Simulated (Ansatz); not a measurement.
Geometry optimisation, RKS BLYP/STO-3G in Ansatz 0.2.0.

input.yaml

```yaml
crystal:
  periodic: [false, false, false]
  atoms:
    - { symbol: B, position_ang: [0.2645, 0.9052, 1.5504] }
    - { symbol: C, position_ang: [0.1074, 0.0951, 0.2192] }
    - { symbol: C, position_ang: [-1.217, 0.0974, -0.5586] }
    - { symbol: C, position_ang: [1.2525, -0.5959, -0.1953] }
    - { symbol: O, position_ang: [1.1727, -1.3954, -1.3669] }
    - { symbol: H, position_ang: [1.2194, 0.9893, 2.1618] }
    - { symbol: H, position_ang: [-0.6819, 1.5804, 1.9252] }
    - { symbol: H, position_ang: [-1.912, 0.7507, -0.0611] }
    - { symbol: H, position_ang: [-1.0143, 0.5056, -1.528] }
    - { symbol: H, position_ang: [-1.5845, -0.9362, -0.5798] }
    - { symbol: H, position_ang: [2.0867, -0.5822, 0.4048] }
    - { symbol: H, position_ang: [0.3835, -1.4691, -1.9376] }
basis:
  gaussian: { orbitals: STO-3G }
hamiltonian:
  xc: blyp
relax:
  f_tol: 0.02
  max_steps: 40
```

Run as:

```bash
$ ansatz run input.yaml --threads 1 --pin off --max-ram 2048MiB --backend cpu --events-out ev --progress --plain --runs-dir out
```

Question: Where does it end, and by what steps?

Answer: It converged. Limits of this set-up: minimal basis. After 8 steps the energy has fallen by 1.229 eV; H12 moved furthest, 0.24 Å.

| step | energy less start (eV) | largest force component (eV/Å) | accepted |
| --- | --- | --- | --- |
| 0 | 0.0000 | 7.433 | yes |
| 1 | -1.0552 | 1.354 | yes |
| 2 | -1.0484 | 1.376 | no |
| 3 | -1.2171 | 0.310 | yes |
| 4 | -1.1991 | 1.049 | no |
| 5 | -1.2275 | 0.124 | yes |
| 6 | -1.2284 | 0.178 | yes |
| 7 | -1.2291 | 0.049 | yes |
| 8 | -1.2292 | 0.009 | yes |

```xyz
12
Properties=species:S:1:pos:R:3
B 0.253 0.933 1.539
C 0.098 0.134 0.260
C -1.216 0.089 -0.578
C 1.199 -0.603 -0.185
O 1.286 -1.413 -1.331
H 1.279 0.917 2.121
H -0.641 1.573 1.964
H -1.981 0.738 -0.110
H -1.063 0.453 -1.620
H -1.641 -0.938 -0.636
H 2.167 -0.615 0.365
H 0.337 -1.324 -1.756
```

Whether the end is a true minimum wasn't checked by a vibrational analysis.

Time of the run: 21 s on 1 thread of Arm Neoverse V1 (shared host), peak memory 0.12 GiB.
